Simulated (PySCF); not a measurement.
C₂H₇O, SMILES C[OH+]C, charge +1.

Geometry optimised at PBE-D3(BJ)/def2-TZVP. The isomer is the one that the SMILES or the coordinates give; other isomers of the formula were not compared.

Level of theory: PBE/def2-TZVPD in PySCF.

Symmetry labels are those of the subgroup Cs that the program uses (full group Cs).

### Question
List the valence orbital energies around the gap with their symmetry. (Estimate from the structure and the level; the computed values follow.)

### Answer

```tsv
orbital	symmetry	energy (eV)
HOMO−7	A'	-23.64
HOMO−6	A'	-20.37
HOMO−5	A"	-18.66
HOMO−4	A'	-18.33
HOMO−3	A'	-16.10
HOMO−2	A"	-16.10
HOMO−1	A"	-15.76
HOMO	A'	-14.47
LUMO	A'	-6.84
LUMO+1	A'	-4.96
LUMO+2	A'	-4.34
LUMO+3	A"	-4.30
```
